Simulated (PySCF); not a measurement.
**Removing an electron from `IB(I)I`**

Compound: BI3.
Structure used (PBE0-D3(BJ)/def2-SVP), in Å, numbered top down from 1:
```
atom  x, y, z in Å
B1     0.0217   -0.0227   -0.0079
I2     2.1396   -0.0105    0.0099
I3    -1.0488    1.8044   -0.0304
I4    -1.0292   -1.8616   -0.0021
```

Level: CAM-B3LYP/def2-SVPD (PySCF). Frontier orbitals with their largest atomic shares (Löwdin; up to four atoms above 4 %):

```tsv
orbital	ε (eV)	main atoms
HOMO−3	-9.36	I2 46 %, I4 23 %, I3 18 %, B1 13 %
HOMO−2	-9.22	I2 58 %, I3 15 %, I4 14 %, B1 13 %
HOMO−1	-9.21	I4 44 %, I3 43 %, B1 13 %
HOMO	-8.60	?
LUMO	-1.52	B1 50 %, I3 17 %, I2 17 %, I4 17 %
LUMO+1	-0.17	I2 27 %, I4 27 %, I3 27 %, B1 19 %
LUMO+2	0.74	I4 52 %, I3 34 %, B1 7 %, I2 6 %
```

Task: What vertical ionisation energy does ΔSCF give, and how far is −ε(HOMO) from it?

Result: ΔSCF: 9.45 eV (912 kJ/mol; threshold wavelength 131 nm); ⟨S²⟩ of the doublet left behind is 0.756, against 0.75 for a pure doublet. −ε(HOMO) is 8.60 eV, 0.85 eV below it. For the exact functional −ε(HOMO) would equal the first vertical ionisation energy; CAM-B3LYP (range-separated hybrid) falls short of its own ΔSCF value by 9 %. Holes in the HOMO−1 and HOMO−2 were tried too where these lie within 1.2 eV of the HOMO; the lowest converged state counts.

Task: On which atoms does the HOMO lie?

Result: I3 (iodine bonded to B) 34 %, I4 (iodine bonded to B) 33 %, I2 (iodine bonded to B) 33 %, so no atom holds as much as 40 %. The HOMO−1 lies 0.61 eV lower.

Task: And the vertical electron affinity, the fundamental gap, Mulliken's electronegativity and the hardness (with the factor ½)?

Result: EA = 1.17 eV by ΔSCF (−ε(LUMO) = 1.52 eV). IE − EA = 8.28 eV against an orbital gap of 7.08 eV; (IE + EA)/2 = 5.31 eV; (IE − EA)/2 = 4.14 eV.

Task: What kinetic energy would electrons from this vertical process carry with 118.2 nm light (10.49 eV)?

Result: 10.49 − 9.45 = 1.04 eV.

Task: How many of the 10 lowest singlet excitations (vertical TDDFT, same level) lie below the ionisation energy?

Result: All 10; they run from 3.76 to 6.06 eV.

Task: What total energies stand behind the ΔSCF value?

Result: E(N) = -917.99162 Eh and E(N − 1) = -917.64436 Eh at the same geometry, 0.34726 Eh apart. With one more electron, E(N + 1) = -918.03449 Eh.

Task: Shift the occupied levels rigidly so that −ε(HOMO) equals the ΔSCF value. What binding energies result?

Result: The shift is +0.85 eV: HOMO 9.45, HOMO−1 10.06, HOMO−2 10.07, HOMO−3 10.21 eV. A rigid shift is only a rough guide to the deeper ionisations.

Isolated species at its PBE0-D3(BJ)/def2-SVP geometry, gas phase. Atoms past krypton carry effective core potentials; spin–orbit coupling is left out.
